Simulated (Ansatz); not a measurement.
```yaml
atoms:
  - { symbol: Ca, position_ang: [0.0000, 0.0000, 0.0000] }
  - { symbol: F, position_ang: [0.0000, 0.0000, 1.9700] }
```

Basis set: def2-SVP (spherical functions). Charge 0, multiplicity 2.

Computed with Ansatz (development build ahead of 0.2.0); each method stands on the lowest determinant of its kind that the runs found.

The atomization energy at this shape (free ground-state atoms in the same class of orbitals less the molecule, no zero-point energy) of doublet CaF:

```
             method  atomization energy
PBE0 (unrestricted)             5.58 eV
```

What does UHF give?

4.07 eV.
